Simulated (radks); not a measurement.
Question: Si4+, configuration [Ne]. Calculated with a radial shooting solver on a logarithmic mesh with Libxc functionals: scalar-relativistic Kohn-Sham, PBE, spin-unpolarised, spherical densities, finite nucleus; Fermi nuclear charge, rms radius 3.1224 fm. Some entries of the table are withheld. Estimate them.

orbital,occ.,eigenvalue (eV),<1/r> (bohr^-1),r(max) (bohr)
1s,2,-1841.053,(1),0.07260
2s,2,(2),2.594,(3)
2p,6,-148.5531,(4),0.3862

Answer: 
(1) 1s <1/r> (bohr^-1): 13.64
(2) 2s eigenvalue (eV): -192.3777
(3) 2s r(max) (bohr): 0.4534
(4) 2p <1/r> (bohr^-1): 2.480
